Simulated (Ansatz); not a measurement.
A run for Ansatz (a program for electronic structure): R-PBE/def2-TZVPPD on CH2OS (a complex), monomers drawn apart or pushed together. Files ending in .json are basis or fitting sets from the Basis Set Exchange.

Ansatz 0.2 input:
```yaml
crystal:
  periodic: [false, false, false]
  atoms:
    - {symbol: C, position_ang: [0.17069780, -0.63454394, 0.19886427]}
    - {symbol: O, position_ang: [-0.00319992, 0.27863882, -0.43451027]}
    - {symbol: S, position_ang: [-0.24169011, 0.17121553, 4.23007999]}
    - {symbol: H, position_ang: [0.90549137, -0.45481148, 3.92339000]}
    - {symbol: H, position_ang: [-0.98253087, -0.86997204, 3.81887563]}
basis:
  gaussian:
    orbitals: def2-TZVPPD.json
hamiltonian:
  xc: {name: PBE}
scf: {lower_state_search: off}
```

Problem. Give the final energy of this run.

Solution. -512.4645 hartree.
